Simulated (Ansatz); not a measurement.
Compare A (`C[SiH](F)BS`) with its isomer B (`BCS[SiH2]F`).

Computed with Ansatz on PBE0-D4/def2-TZVP structures; ΔE is electronic, products minus reactants. CCSD(T)/CBS adds triple-zeta CCSD(T) − MP2 to the extrapolated MP2 energy (def2 sets, frozen cores). Functionals use def2-TZVPP. B3LYP here is the variant with VWN-RPA as its local correlation; programs differ in this. Each species was taken in one conformer, which may not be the lowest.

A:

```xyz
11

C     0.5355    1.3211   -0.5346
Si   -0.7037    0.3790    0.4897
F    -0.7840    1.0799    1.9377
B    -0.2705   -1.5686    0.7107
S     0.6290   -2.5102   -0.4774
H     0.5474    0.9517   -1.5642
H     1.5450    1.2310   -0.1268
H     0.2727    2.3811   -0.5695
H    -2.0560    0.5100   -0.1279
H    -0.6305   -2.2178    1.6468
H     0.9152   -1.5573   -1.3845
```

B:

```xyz
11

B    -1.782    0.284    1.491
C    -0.741   -0.121    0.412
S     0.657    1.033    0.230
Si    1.801    0.007   -1.207
F     1.091   -0.013   -2.643
H    -1.722    1.316    2.089
H    -2.684   -0.474    1.701
H    -1.292   -0.198   -0.536
H    -0.380   -1.137    0.616
H     1.960   -1.417   -0.824
H     3.091    0.721   -1.331
```

Question: Which is lower in electronic energy at CCSD(T)/CBS, and by how much? (Estimate.)

Answer: Ansatz gave: A, by 18.2 kcal/mol.

Question: Give E(B) − E(A) in kcal/mol with PBE-D4, PBE0-D4, MP2/def2-TZVPP, B3LYP-D4, BLYP-D4, B3LYP, CCSD(T)/def2-TZVPP. (An estimate is asked.)

Answer: Ansatz gave: PBE-D4 20.8, PBE0-D4 19.7, MP2/def2-TZVPP 17.6, B3LYP-D4 18.4, BLYP-D4 18.9, B3LYP 18.4, CCSD(T)/def2-TZVPP 19.2. None reverses the order clearly.

Question: Does the order hold for the free energy at 298.15 K (harmonic terms from PBE0-D4)? (Best estimate.)

Answer: Computed: Yes: G(B) − G(A) = +16.9 kcal/mol, for one conformer each. Modes under 60 cm⁻¹, often nearly free rotors, make the harmonic entropy too high.

Largest T1 diagnostic: 0.014.

At CCSD(T), def2-SVP lies +4.2 kcal/mol from the extrapolated value and def2-TZVPP +1.0 kcal/mol. From PBE to PBE0 (25 % exact exchange), in def2-TZVPP and without D4, E(B) − E(A) moves by −1.1 kcal/mol.
